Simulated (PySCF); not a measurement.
## Correlation energy of Cd (cadmium, neutral)

[Kr] 4d10 5s2, closed-shell 1S. All numbers are calculated (PySCF 2.14, a scalar-relativistic core potential, in def2-SVP with the def2 core potential (28 electrons) (5s3p2d1f, 31 functions)). Frozen: 4s2 4p6; 12 electrons correlated.

MP2 pair energies summed by pair of shells (mhartree):

```tsv
pair	energy	share (%)
4d-4d	-213.16	77.0
4d-5s	-44.76	16.2
5s-5s	-18.90	6.8
```

Total MP2 correlation energy: -276.82 mhartree.

Same-spin part -101.41 and opposite-spin part -175.41 mhartree; SCS-MP2 scales them by 1/3 and 6/5 to -244.29 mhartree.

```tsv
level	correlation energy (mhartree)
CCSD	-270.56
(T)	-5.26
CCSD(T)	-275.82
```

Diagnostics: T1 = 0.012, D1 = 0.0418, largest double amplitude 0.089.

Cost of the coupled-cluster step: 0.15 s of wall time on 1 thread of Neoverse-V1 (shared host), for 12 correlated electrons.
